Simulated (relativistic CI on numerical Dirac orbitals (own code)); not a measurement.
**Radial parameters of Sn³⁴⁺**

Computed by Dirac-Coulomb-Breit CI, orbitals from a KLI potential per configuration, model QED (radiative potential, 1s self-energy scaled to tabulated hydrogen-like ionisation energies), unscaled Slater integrals (own radial code, finite nucleus).

Slater integrals F^k, G^k are unscaled and averaged over j, outside the closed core [Ne]; ζ comes from projecting the Hamiltonian with its Breit term on Σ l·s of the shell.

- 3s2 3p4: F^2(3p,3p) = 333900, ζ(3p) = 296050 cm⁻¹; <r>(3p) = 0.2964, <r^2>(3p) = 0.1014 (bohr units).
- 3s 3p5: G^1(3s,3p) = 421480, ζ(3p) = 295910 cm⁻¹; <r>(3s) = 0.3053, <r^2>(3s) = 0.1061, <r>(3p) = 0.2966, <r^2>(3p) = 0.1015 (bohr units).
- 3s2 3p3 3d: F^2(3p,3p) = 333550, ζ(3p) = 295640, F^2(3p,3d) = 335300, G^1(3p,3d) = 353630, G^3(3p,3d) = 237710, ζ(3d) = 38669 cm⁻¹; <r>(3p) = 0.2967, <r^2>(3p) = 0.1016, <r>(3d) = 0.2629, <r^2>(3d) = 0.07988 (bohr units).

Averages of the first 10 configurations, taken without configuration mixing, which lowers the lowest level and can move excited configurations by several eV; other configurations of the list can lie among them:

```tsv
Configuration	Parity	States	Average energy above the lowest level (eV)
3s2 3p4	even	15	46.0
3s 3p5	odd	12	195.9
3s2 3p3 3d	odd	200	218.0
3p6	even	1	360.2
3s 3p4 3d	even	300	361.8
3p5 3d	odd	60	519.9
3s 3p3 3d2	odd	1800	533.2
3s2 3p2 3d 4p	odd	900	1277.2
3p5 4s	odd	12	1353.0
3s 3p3 3d 4s	odd	800	1358.2
```
